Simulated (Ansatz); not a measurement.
Cost and result for the atomization energy of C3H6BFSi, SMILES `FC1=C[SiH2]BC1` (12 atoms, 12 bonds).

Cartesian coordinates in Å:
```
F -1.3523 1.6475 -1.4508
C -0.6510 0.7308 -0.7665
C -0.3320 -0.4506 -1.2947
Si 0.6358 -1.4633 -0.0745
B 0.5391 0.0076 1.3090
C -0.2712 1.1559 0.6157
H -0.6427 -0.6886 -2.3052
H -0.0346 -2.7436 0.2964
H 2.0061 -1.8129 -0.5498
H 0.9540 0.1104 2.4230
H 0.3119 2.0889 0.5929
H -1.1631 1.4177 1.2046
```

Charge 0, multiplicity 1. All single points use the PBE0-D4/def2-TZVP geometry. Program: Ansatz. All runs use 4 threads of an Arm Neoverse V1 on a shared host. Times are those of one run each, without the atoms' runs, and a repeat can differ threefold. Electronic energies, without spin–orbit coupling; frozen cores. CCSD(T)/CBS adds CCSD(T) − MP2 in def2-TZVPP to the MP2 limit, and its time is that of the two runs behind it. T1 = 0.013. B3LYP takes the VWN-RPA correlation (the form of Gaussian; ORCA's B3LYP/G).

CCSD(T)/CBS is a level of theory with its own doubt, some kJ/mol a heavy atom from the limit and from the frozen cores, so smaller differences don't rank the functionals.

| level | functions | wall time | atomization (kcal/mol) | difference from CCSD(T)/CBS | per bond |
| --- | --- | --- | --- | --- | --- |
| PBE-D4/def2-TZVPP (with forces) | 281 | 3.3 s | 1161.2 | 33.7 | 2.8 |
| PBE0-D4/def2-TZVPP | 281 | 3.8 s | 1142.9 | 15.4 | 1.3 |
| B3LYP-D4/def2-TZVPP (with forces) | 281 | 6.5 s | 1131.7 | 4.2 | 0.4 |
| r2SCAN-D4/def2-TZVPP (with forces) | 281 | 6.5 s | 1140.2 | 12.7 | 1.1 |
| B2PLYP/def2-TZVPP | 281 | 8 s | 1119.7 | -7.8 | -0.6 |
| ωB97X-V/def2-TZVPP | 281 | 11 s | 1136.9 | 9.4 | 0.8 |
| ωB97M-V/def2-TZVPP (with forces) | 281 | 15 s | 1136.1 | 8.6 | 0.7 |
| MP2/def2-QZVPP | 535 | 36 s | 1139.1 | 11.6 | 1.0 |
| CCSD(T)/def2-TZVPP | 281 | 4.9 min | 1100.4 | -27.1 | -2.3 |
| CCSD(T)/CBS(def2) | – | 5.5 min | 1127.5 | 0.0 | 0.0 |

From PBE to PBE0 (25 % exact exchange), in def2-TZVPP and without D4, the atomization energy moves by −17.2 kcal/mol: exact exchange takes away binding that semilocal exchange gives to molecules. The D4 term adds +10.8 kcal/mol with B3LYP and +5.6 kcal/mol with PBE0; it sums over pairs of atoms, weighted by their polarisabilities, and B3LYP, whose exchange is more repulsive, gets the larger term. In def2-TZVPP, CCSD(T) changes the Hartree–Fock value by +254.8 kcal/mol (the triples alone add +17.6 kcal/mol) and MP2 by +277.5 kcal/mol; breaking electron pairs costs correlation energy, which Hartree–Fock lacks.
